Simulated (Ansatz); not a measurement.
Geometry optimisation, RKS PBE0/def2-SVP (Ansatz).

Input:

```yaml
crystal:
  periodic: [false, false, false]
  atoms:
    - { symbol: O, position_ang: [-0.7427, -1.392, -0.4078] }
    - { symbol: Si, position_ang: [0.5312, -0.3254, -0.0496] }
    - { symbol: F, position_ang: [0.80741, 0.56516, -1.42008] }
    - { symbol: Se, position_ang: [2.44813, -1.40678, 0.50347] }
    - { symbol: Br, position_ang: [-0.05491, 1.06436, 1.64432] }
    - { symbol: H, position_ang: [-1.5273, -0.7125, -0.6581] }
    - { symbol: H, position_ang: [1.71864, -2.05194, 1.72847] }
basis:
  gaussian: { orbitals: def2-SVP }
hamiltonian:
  xc: pbe0
relax:
  f_tol: 0.015
  max_steps: 40
```

Command:

```bash
$ ansatz run input.yaml --threads 2 --pin off --max-ram 3072MiB --backend cpu --events-out ev --progress --plain --runs-dir out
```

Task: Where does it end, and by what steps?

Result: The run converged. After 15 steps the energy has fallen by 0.491 eV; H6 moved furthest, 0.36 Å.

```json
{"step": "0", "energy less start (eV)": "0.0000", "largest force component (eV/Å)": "3.620", "accepted": "yes"}
{"step": "1", "energy less start (eV)": "-0.3687", "largest force component (eV/Å)": "1.639", "accepted": "yes"}
{"step": "2", "energy less start (eV)": "-0.4312", "largest force component (eV/Å)": "0.735", "accepted": "yes"}
{"step": "3", "energy less start (eV)": "-0.4557", "largest force component (eV/Å)": "0.512", "accepted": "yes"}
{"step": "4", "energy less start (eV)": "-0.4769", "largest force component (eV/Å)": "0.232", "accepted": "yes"}
{"step": "5", "energy less start (eV)": "-0.4836", "largest force component (eV/Å)": "0.341", "accepted": "yes"}
{"step": "6", "energy less start (eV)": "-0.4865", "largest force component (eV/Å)": "0.082", "accepted": "yes"}
{"step": "7", "energy less start (eV)": "-0.4874", "largest force component (eV/Å)": "0.108", "accepted": "yes"}
{"step": "8", "energy less start (eV)": "-0.4883", "largest force component (eV/Å)": "0.102", "accepted": "yes"}
{"step": "9", "energy less start (eV)": "-0.4889", "largest force component (eV/Å)": "0.256", "accepted": "yes"}
{"step": "10", "energy less start (eV)": "-0.4899", "largest force component (eV/Å)": "0.178", "accepted": "yes"}
{"step": "11", "energy less start (eV)": "-0.4904", "largest force component (eV/Å)": "0.049", "accepted": "yes"}
{"step": "12", "energy less start (eV)": "-0.4908", "largest force component (eV/Å)": "0.032", "accepted": "yes"}
{"step": "13", "energy less start (eV)": "-0.4909", "largest force component (eV/Å)": "0.028", "accepted": "yes"}
{"step": "14", "energy less start (eV)": "-0.4910", "largest force component (eV/Å)": "0.027", "accepted": "yes"}
{"step": "15", "energy less start (eV)": "-0.4910", "largest force component (eV/Å)": "0.012", "accepted": "yes"}
```

```xyz
7
Properties=species:S:1:pos:R:3
O -0.660 -1.292 -0.410
Si 0.556 -0.254 -0.049
F 0.987 0.621 -1.335
Se 2.397 -1.393 0.543
Br -0.173 1.197 1.459
H -1.559 -0.943 -0.379
H 1.632 -2.195 1.511
```

Run time: 74 s on 2 threads of Arm Neoverse V1 (shared host), peak memory 0.33 GiB.
